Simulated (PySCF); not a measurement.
Electronic absorption of C5H12Si2

C5H12Si2.
Structure used (GFN2-xTB), in Å, numbered top down from 1:
```
atom  x, y, z in Å
C1     1.988   -0.387   -0.871
C2     0.638   -0.098   -0.251
C3    -0.226   -1.294    0.195
C4    -1.449   -0.447   -0.192
C5    -0.527    0.272   -1.190
Si6   -1.738    0.774    1.253
Si7    0.553    1.165    1.196
H8     2.422    0.524   -1.280
H9     2.673   -0.785   -0.124
H10    1.902   -1.116   -1.678
H11   -0.097   -2.152   -0.469
H12   -0.140   -1.639    1.228
H13   -2.311   -0.974   -0.600
H14   -0.461   -0.261   -2.140
H15   -0.711    1.328   -1.396
H16   -2.325    0.080    2.404
H17   -2.664    1.838    0.849
H18    1.063    2.468    0.752
H19    1.401    0.713    2.305
```

Method: PySCF 2.14.0, density-fitted response routines, TDDFT B3LYP/def2-SVPD, vertical, gas phase, core orbitals frozen in the response.

```tsv
state	E (eV)	E (kJ/mol)	λ (nm)	f	symmetry	main configurations (H = HOMO, L = LUMO)
S1	6.29	607	197.1	0.075	A′	H→L (84%), H→L+1 (11%)
S2	6.46	624	191.8	0.104	A′	H→L+1 (83%), H→L (12%)
S3	6.56	633	189.1	0.0055	A″	H→L+2 (98%)
S4	6.83	659	181.5	0.076	A′	H→L+3 (77%), H-1→L (12%)
S5	6.84	660	181.4	0.018	A′	H-1→L (85%), H→L+3 (12%)
S6	6.98	673	177.7	0.053	A′	H-1→L+1 (87%)
S7	7.13	688	173.9	0.0004	–	H-1→L+2 (98%)
S8	7.36	711	168.4	0.0058	A′	H-1→L+3 (92%)
```

Triplets, Tamm–Dancoff:

| state | E (eV) | λ (nm) | main configurations (H = HOMO, L = LUMO) |
| --- | --- | --- | --- |
| T1 | 5.68 | 218.3 | H→L (92%) |
| T2 | 5.84 | 212.2 | H→L+1 (87%) |
| T3 | 5.98 | 207.2 | H→L+2 (92%) |

The lowest singlet lies at 6.29 eV (197 nm, vacuum ultraviolet) and is of moderate strength; its leading configuration is HOMO→LUMO (84%). The most intense listed level is S2 at 6.46 eV (192 nm, f = 0.104), 0.17 eV above S1. S4/S5 lie within about 0.01 eV of each other. Löwdin shares by element: HOMO silicon 45%, carbon 25% or more (atoms not listed hold the other 31%); LUMO silicon 49%, hydrogen 16% or more (atoms not listed hold the other 35%). Of the 8 states listed, 5 reach f = 0.01 and 1 stays under 0.0005. Weighted by f, the mean energy of these states is 6.63 eV. Orbital energies (eV): HOMO-3 -8.57, HOMO-2 -8.51, HOMO-1 -7.74, HOMO -7.14, LUMO -0.03, LUMO+1 0.04, LUMO+2 0.40. Symmetry labels in Cs follow from the direction of the transition dipole and are given only for states with f of 0.002 or more. Singlets were solved by full linear response, triplets in the Tamm–Dancoff approximation.
